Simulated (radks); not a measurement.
The mean radii <r> (bohr) of the occupied orbitals of an atom or ion are listed with their occupations. Calculated with a radial shooting solver on a logarithmic mesh with Libxc functionals: scalar-relativistic Kohn-Sham, r2SCAN, spin-polarised, spherical densities, finite nucleus; meta-GGA in the generalised Kohn-Sham scheme; Fermi nuclear charge, rms radius of each element as measured or else 0.836 A^(1/3) + 0.57 fm.

| orbital | occ. | <r> |
|---|---|---|
| 1s down | 1 | 0.07685 |
| 1s up | 1 | 0.07685 |
| 2s up | 1 | 0.3630 |
| 2s down | 1 | 0.3630 |
| 2p down | 3 | 0.3273 |
| 2p up | 3 | 0.3273 |
| 3s down | 1 | 1.154 |
| 3s up | 1 | 1.154 |
| 3p down | 3 | 1.257 |
| 3p up | 3 | 1.257 |
| 4f up | 1 | 9.070 |

Name the element and its charge. Open shells, if any, are filled with parallel spins first.

Answer. Z = 20, calcium, charge +1: Ca+ in [Ar] 4f1. The 1s radius gives Z: for a bare nucleus <r> = (2 gamma + 1)/(2Z) with gamma = sqrt(1 - (Z/c)^2), 0.07446 bohr for Z = 20, and screening makes it slightly larger (0.07685 here). The occupations add up to 19, and the charge is Z minus that.
